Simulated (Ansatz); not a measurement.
Potential energy surface of H3Si (cation, charge +1), singlet: umbrella (inversion) coordinate, bond length relaxed. Scanned: angle between the Si-H bonds and the threefold axis (90 = planar). Other coordinates (Si-H bond length) were minimised at B3LYP/def2-TZVP.

Calculation: full CI/cc-pVDZ, frozen core in Ansatz (an electronic-structure program).

Scanned values (°): 90, 93.23, 95.43, 99.66, 102.48, 104.93, 108.65, 111.74, 114.26, 116.54, 119.63, 122.99, 125.51, 128.49, 132.

### Question
Locate the minima and the barriers on this grid.

### Answer
Lower than their neighbours: 90° (0.0 kJ/mol, end of the scan). Higher than their neighbours: 132° (424.1 kJ/mol, end of the scan). The whole profile spans 424.1 kJ/mol.
